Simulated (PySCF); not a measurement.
# Deuteron quadrupole couplings in `Cc1cpcpc1[SiH3]`

Species: C5H8P2Si.
Z-matrix (Å and degrees, GFN2-xTB geometry), rows numbered from 1:
```
C 
C   1  1.5045
C   2  1.3867  1  116.64
P   3  1.7318  2  130.39  1   179.42
C   4  1.7256  3  102.40  2    -0.02
P   5  1.7262  4  130.46  3     0.18
C   2  1.3943  1  117.78  3   179.57
Si  7  1.8982  2  121.57  1     1.01
H   1  1.0884  2  110.58  3   125.75
H   1  1.0878  2  111.24  3     4.96
H   1  1.0892  2  110.10  3  -115.21
H   3  1.0858  2  116.40  1    -0.57
H   5  1.0867  4  115.04  3  -179.89
H   8  1.4669  7  110.39  2   -55.52
H   8  1.4679  7  109.71  2    64.41
H   8  1.4614  7  107.76  2  -175.77
```

Level: PBE0/pcSseg-1 (PySCF, non-relativistic); Q(2H) = 0.00286 b; rigid geometry, the same for H and D, with no vibrational averaging.

Problem. Rank these positions by the coupling χzz of a deuteron there, largest first.
A. H10 (methyl hydrogen)
B. H16 (Si–H hydrogen)
C. H13 (aromatic hydrogen)

Solution. C (215 kHz), A (210 kHz), B (109 kHz).

Problem. Tabulate Vzz, the asymmetry η and χzz = 234.96 MHz × Q × Vzz for every hydrogen position.

Solution. 
```
atom  bonded to  bond length (Å)  Vzz (au)     η  χzz (kHz)
  H9         C1            1.088    0.3101  0.04        208
 H10         C1            1.088    0.3118  0.04        210
 H11         C1            1.089    0.3095  0.03        208
 H12         C3            1.086    0.3157  0.09        212
 H13         C5            1.087    0.3205  0.07        215
 H14        Si8            1.467    0.1604  0.02        108
 H15        Si8            1.468    0.1600  0.02        108
 H16        Si8            1.461    0.1622  0.02        109
```

Problem. Average by the element that carries the hydrogen.

Solution. on C: 211 kHz over 5 positions, mean bond length 1.088 Å; on Si: 108 kHz over 3 positions, mean bond length 1.465 Å.

Isolated species at its GFN2-xTB geometry, gas phase. GFN2-xTB bond lengths can be off by several hundredths of an ångström, more for odd bonds, and the gradients follow them. These gradients aren't converged with respect to the basis.
